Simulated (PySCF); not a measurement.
O2Se, SMILES O=[Se]=O (connectivity only; charge and spin as stated), charge -1, multiplicity 2.

Geometry: TPSSh-D3(BJ)/def2-SVPD. The multiplicity is an assumed one; other spin states were not compared.

Method: PBE0/def2-TZVPD run with PySCF.

The molecule is in vacuum.

```
Item                                                               Result
------------------------------------------------  -----------------------
total energy                                          -2551.63351 hartree
point group                                                           C2v
α spin, highest occupied and lowest empty level         -0.05 and 3.81 eV
β spin, highest occupied and lowest empty level         -1.84 and 3.09 eV
dipole moment about the centre of nuclear charge                   3.03 D
mean static polarisability                           51.0 bohr³ (7.56 Å³)
polarisability, principal values                   42.9, 48.4, 61.8 bohr³
⟨S²⟩                                              0.757 (pure state 0.75)
```
